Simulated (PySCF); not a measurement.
Working out the ionisation energy of Te+

Te+ [Kr] 4d10 5s2 5p3 (4S) → Te(2+) [Kr] 4d10 5s2 5p2 (3P). Computed with PySCF 2.14 in def2-SVP with the def2 core potential (28 electrons) (4s4p2d, 26 functions), with scalar relativity through the core potential. Frozen: 4s2 4p6 4d10. Energies in hartree (1 hartree = 27.21139 eV):

```
            part  Te+ (lower)  Te(2+) (upper)
             UHF  -266.714160     -266.039544
CCSD correlation    -0.058930       -0.049311
             (T)    -0.000538       -0.000435
```

Task: What does Hartree-Fock give?

Result: (-266.039544) − (-266.714160) = 0.674616 hartree = 18.357 eV.

Task: What do CCSD and CCSD(T) give?

Result: The CCSD correlation energies differ by 0.009619 hartree = 0.262 eV and the triples by 0.000103 hartree = 0.003 eV, so CCSD gives 18.619 eV and CCSD(T) 18.622 eV.

Reference: 18.6 ± 0.4 eV (measured; NIST Atomic Spectra Database, ionization energies), between the lowest levels; spin-orbit coupling is absent from the calculation.

A double-zeta basis recovers only part of the correlation energy.

What remains against the reference includes basis incompleteness, the frozen core and higher excitations.
